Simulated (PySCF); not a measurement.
**Dipole moment and polarisability of `O=[Se](F)F`**

Compound: F₂OSe.
Geometry (PBE0-D3(BJ)/def2-SVP, Å), atoms numbered from 1 in this order:
```
atom  x, y, z in Å
O1    -0.201    1.495   -0.211
Se2   -0.015    0.131    0.561
F3     1.365   -0.637   -0.191
F4    -1.128   -0.979   -0.204
```

Level: wB97X-D/def2-SVPD (PySCF), static field, nuclei fixed, core orbitals frozen in the response. The polarisability tensor in these axes (au):

```
x   31.64 -0.66  0.11
y   -0.66 36.22 -0.58
z    0.11 -0.58 27.19
```

Problem. Diagonalise the tensor; give its mean and Δα, where Δα² is half the sum of the squared differences of the eigenvalues.

Solution. Principal values 27.15, 31.54 and 36.35 au; mean 31.68 au = 4.69 Å³ = 5.22 × 10⁻⁴⁰ C²·m²/J; Δα = 7.97 au (25 % of the mean).

Problem. What is the dipole moment, and where does it point?

Solution. (0.06, -0.51, 2.80) D, 2.85 D in size, pointing from the negative to the positive side. Measured along this direction, the outermost atoms are O1 at the negative end and Se2 at the positive end.

Problem. Refractivity n − 1 of an ideal gas of it at 500 K and 1 atm, from the electronic α?

Solution. N = p/kT = 1.4678 × 10¹⁹ cm⁻³, so n − 1 = 2π × N × 4.69 × 10⁻²⁴ cm³ = 433 × 10⁻⁶ at long wavelengths.

Problem. Directions of the eigenvectors, and the extent of the frame along each?

Solution. Largest value along (-0.14, 0.99, -0.06), where the nuclei span 2.33 Å; middle along (0.99, 0.14, 0.01), 2.52 Å; least along (-0.01, 0.06, 1.00), 0.82 Å. The strongest response doesn't lie along the longest of the three spans.

Problem. Estimate the molar refractivity from the static electronic polarisability.

Solution. Lorentz–Lorenz: R = (4π/3)N_A α = 2.5225 cm³/(mol·Å³) × 4.69 Å³ = 11.8 cm³/mol, in the limit of long wavelengths.

Problem. Traceless (Buckingham) quadrupole moment about the centre of nuclear charge: eigenvalues?

Solution. -4.04, 0.06, 3.98 D·Å. The values depend on the origin, since the dipole doesn't vanish. The electronic extent ⟨r²⟩ about the same centre is 319 bohr², a root-mean-square distance of 1.22 Å for the 60 electrons.

Isolated species at its PBE0-D3(BJ)/def2-SVP geometry, gas phase. The calculation is non-relativistic, for selenium too.
